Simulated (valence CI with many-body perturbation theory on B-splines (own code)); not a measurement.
# E1 transitions of Mg⁶⁺

Method: valence CI with perturbative core correlation (CI+MBPT): four valence electrons over a frozen Dirac-Fock core [He], a basis of 11 s, 11 p, 9 d, 7 f, 5 g, 2 h, 1 i functions for each j, with the one-electron correlation potential Σ1, the two-electron term Σ2, the three-electron term Σ3, Breit, model QED; selected CI, second order for the rest, scaled by the run's own slope (own B-spline code, finite nucleus).

Set against measurement, 44 paired levels are off by 138 cm⁻¹ on average, the worst by 327. These come from a selection out of NIST levels in Kelleher and Podobedova, J. Phys. Chem. Ref. Data 37, 267 (2008). Levels without a partner in it may be off by more. Among the levels kept, up to 260 cm⁻¹ of a level comes from second order outside the variational space, and about a tenth of that is noise between levels of different J, which matters for small intervals.

Lines 101 to 150 of 265 in falling wavelength, among levels below 1300100 cm⁻¹, chosen from the strongest by gf and those to the six lowest levels. Wavelengths and rates use the calculated energies, so an error of 100 cm⁻¹ moves a line at 42.74 nm by 0.043 % and its rate by three times that or more. Electric multipoles are in the length gauge, E1 and E2 with the static RPA response of the core. Weak lines are less certain than strong ones. Lines between different terms over intervals too small for the method are left out, as are lines whose strength nearly cancels. The highest levels of a list are the least certain.

```csv
λ vac (nm),λ from measured levels,Upper,Lower,A (s⁻¹),log gf,Branch %
42.74,42.74,2s2p³ ³P°_1,2s²2p² ¹D_2,1.56e+06,-3.89,0.0
42.74,42.74,2s2p³ ³P°_2,2s²2p² ¹D_2,2.43e+05,-4.48,0.0
42.65,42.68,2s2p²3s ³D_3,2s²2p3s ³P°_2,2.44e+09,-0.33,3.1
42.64,,2s2p²3s ³D_2,2s²2p3s ³P°_2,5.82e+08,-1.10,0.7
42.22,,2s2p²3s ³D_2,2s²2p3s ³P°_1,1.88e+09,-0.60,2.4
42.22,,2s2p²3s ³D_1,2s²2p3s ³P°_1,1.02e+09,-1.09,1.3
42.06,,2s2p²3s ³D_1,2s²2p3s ³P°_0,1.43e+09,-0.94,1.8
38.27,38.27,2p⁴ ¹S_0,2s2p³ ¹P°_1,1.78e+10,-0.41,99.8
37.40,37.40,2p⁴ ³P_2,2s2p³ ³P°_2,1.86e+09,-0.71,12.0
37.39,37.39,2p⁴ ³P_2,2s2p³ ³P°_1,6.96e+08,-1.14,4.5
37.11,37.11,2p⁴ ³P_1,2s2p³ ³P°_0,9.03e+08,-1.25,5.8
37.11,37.11,2p⁴ ³P_1,2s2p³ ³P°_2,1.34e+09,-1.08,8.5
36.99,36.99,2p⁴ ³P_0,2s2p³ ³P°_1,2.91e+09,-1.22,18.5
36.75,36.77,2s2p³ ³P°_1,2s²2p² ³P_2,1.79e+09,-0.96,39.5
36.75,36.77,2s2p³ ³P°_2,2s²2p² ³P_2,3.47e+09,-0.45,77.5
36.51,36.52,2s2p³ ³P°_1,2s²2p² ³P_1,1.27e+09,-1.12,28.0
36.51,36.52,2s2p³ ³P°_2,2s²2p² ³P_1,1.01e+09,-1.00,22.5
36.50,36.52,2s2p³ ³P°_0,2s²2p² ³P_1,4.55e+09,-1.04,100.0
36.36,36.38,2s2p³ ³P°_1,2s²2p² ³P_0,1.47e+09,-1.06,32.5
36.10,36.11,2s2p³ ³S°_1,2s²2p² ¹S_0,1.69e+06,-4.00,0.0
32.32,32.32,2p⁴ ³P_2,2s2p³ ³D°_2,1.87e+09,-0.83,12.0
32.30,32.31,2p⁴ ³P_2,2s2p³ ³D°_3,9.41e+09,-0.13,60.4
32.11,32.12,2p⁴ ³P_1,2s2p³ ³D°_1,2.96e+09,-0.86,18.9
32.10,32.11,2p⁴ ³P_1,2s2p³ ³D°_2,8.24e+09,-0.42,52.5
32.04,32.05,2s2p³ ¹P°_1,2s²2p² ¹S_0,4.42e+09,-0.69,19.7
32.02,32.03,2p⁴ ³P_0,2s2p³ ³D°_1,1.11e+10,-0.77,70.5
31.89,31.90,2s2p³ ¹D°_2,2s²2p² ¹D_2,1.36e+10,0.01,99.9
31.12,31.14,2s2p³ ³S°_1,2s²2p² ¹D_2,1.86e+06,-4.09,0.0
28.43,28.45,2s2p³ ¹D°_2,2s²2p² ³P_2,1.49e+07,-3.04,0.1
28.29,28.31,2s2p³ ¹D°_2,2s²2p² ³P_1,7.35e+05,-4.36,0.0
28.06,28.07,2s2p³ ¹P°_1,2s²2p² ¹D_2,1.80e+10,-0.20,80.2
27.82,27.84,2s2p³ ³S°_1,2s²2p² ³P_2,1.62e+10,-0.25,55.8
27.68,27.70,2s2p³ ³S°_1,2s²2p² ³P_1,9.62e+09,-0.48,33.1
27.60,27.62,2s2p³ ³S°_1,2s²2p² ³P_0,3.20e+09,-0.96,11.0
25.35,25.37,2s2p³ ¹P°_1,2s²2p² ³P_2,1.40e+06,-4.39,0.0
25.23,25.25,2s2p³ ¹P°_1,2s²2p² ³P_1,2.15e+07,-3.21,0.1
25.16,25.18,2s2p³ ¹P°_1,2s²2p² ³P_0,1.89e+05,-5.27,0.0
23.56,23.57,2p⁴ ³P_2,2s2p³ ⁵S°_2,1.65e+06,-4.16,0.0
23.44,23.46,2p⁴ ³P_1,2s2p³ ⁵S°_2,7.42e+05,-4.74,0.0
21.81,21.83,2p⁴ ¹D_2,2s2p³ ⁵S°_2,1.24e+03,-7.36,0.0
10.67,10.67,2s2p²3s ³P_1,2s2p³ ³P°_2,1.01e+10,-1.29,15.9
10.66,10.65,2s2p²3s ³P_2,2s2p³ ³P°_2,2.09e+10,-0.75,32.9
10.66,10.65,2s2p²3s ³P_2,2s2p³ ³P°_1,7.01e+09,-1.22,11.0
10.38,10.38,2s²2p3s ³P°_1,2s²2p² ¹S_0,1.59e+08,-3.11,0.3
10.25,10.25,2s²2p3s ¹P°_1,2s²2p² ¹S_0,1.90e+10,-1.05,23.2
10.23,10.22,2s2p²3s ³P_0,2s2p³ ³D°_1,3.72e+10,-1.23,58.8
10.22,10.21,2s2p²3s ³P_1,2s2p³ ³D°_2,2.82e+10,-0.88,44.5
10.20,10.20,2s2p²3s ³P_2,2s2p³ ³D°_3,3.02e+10,-0.63,47.4
10.15,,2s²2p3p ¹P_1,2s2p³ ⁵S°_2,5.94e+03,-7.56,0.0
10.09,,2s²2p3p ³D_1,2s2p³ ⁵S°_2,1.14e+04,-7.28,0.0
```

Problem. How does gf follow from A for the line at 36.99 nm?

Solution. gf = 1.4992 × (2J+1)_upper × A / σ², with σ = 270374 cm⁻¹ and 2J+1 = 1: gf = 0.0597.
